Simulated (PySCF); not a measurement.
SMILES CS[SiH2]O[SiH3], GFN2-xTB optimised geometry.

```
13

C      1.36    -2.49    -0.01
S      1.08    -0.69     0.00
Si    -1.06    -0.69     0.00
O     -1.57     0.83     0.00
Si    -1.49     2.44     0.18
H      0.93    -2.92    -0.91
H      2.43    -2.65     0.01
H      0.90    -2.94     0.87
H     -1.55    -1.30    -1.23
H     -1.53    -1.34     1.22
H     -1.92     2.71     1.55
H     -0.12     2.88    -0.06
H     -2.43     2.94    -0.82
```

Density from B3LYP/def2-TZVP (PySCF) at that geometry.

Minimum of the electron density along straight lines between bonded atoms, close to the bond critical point (lines longer than 1.1 times the sum of covalent radii, or with two minima, are not listed):

```csv
bond,length / Å,ρ at the minimum / e bohr⁻³,∇²ρ there / e bohr⁻⁵,position (fraction from the first atom)
C1–S2,1.822,0.176,(withheld),0.47
S2–Si3,2.137,(withheld),(withheld),0.64
Si3–O4,1.605,0.145,0.99,0.42
O4–Si5,1.628,0.136,0.90,0.59
C1–H6,1.085,0.285,-1.00,0.64
C1–H7,1.084,0.285,-1.00,0.65
C1–H8,1.085,0.285,-1.00,0.64
Si3–H9,1.457,0.130,0.17,0.49
Si3–H10,1.458,0.129,0.17,0.49
Si5–H11,1.461,0.128,0.18,0.49
Si5–H12,1.459,0.129,0.17,0.49
Si5–H13,1.460,0.128,0.18,0.49
```

Q: What belongs in the gaps?

A: 
- C1–S2, ∇²ρ there / e bohr⁻⁵: -0.28
- S2–Si3, ρ at the minimum / e bohr⁻³: 0.103
- S2–Si3, ∇²ρ there / e bohr⁻⁵: 0.08
